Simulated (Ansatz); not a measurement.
Input file for Ansatz (a first-principles code): U-PBE/def2-TZVPP on H3OSb (SMILES [OH][SbH2]), a point of a bond scan (R = 1.155 Å). Elements past Kr take the def2 small-core potentials; no spin–orbit coupling.

Ansatz 0.2 input:
```yaml
crystal:
  periodic: [false, false, false]
  atoms:
    - {symbol: Sb, position_ang: [-0.13991851, -0.18850357, 0.17284294]}
    - {symbol: H, position_ang: [-1.57925916, -0.00123820, -0.74909475]}
    - {symbol: H, position_ang: [0.34632779, -1.50101127, -0.82596986]}
    - {symbol: O, position_ang: [0.87678159, 1.17036346, -0.87102850]}
    - {symbol: H, position_ang: [1.45007084, 1.86955586, -0.15183131]}
basis:
  gaussian:
    orbitals: def2-TZVPP
hamiltonian:
  xc: {name: PBE}
magnetization: {spin_polarized: true, initial_magnetization: 0}
```

The head of its log:

```
WARN ansatz: RAYON_NUM_THREADS=1 ignored (pool sized by the plan → 1); use --threads N
Functional definition: PBE
integrals: 0.03 GiB planned
711 factors; their error is unknown
mean field: 0.37 GiB planned
mean field evaluation 1: about -8624.3018 eV, gradient 4.5e1 eV
mean field evaluation 2: about -8507.6591 eV, gradient 1.3e2 eV
```

What total energy does the run end on?

-317.1989 hartree.
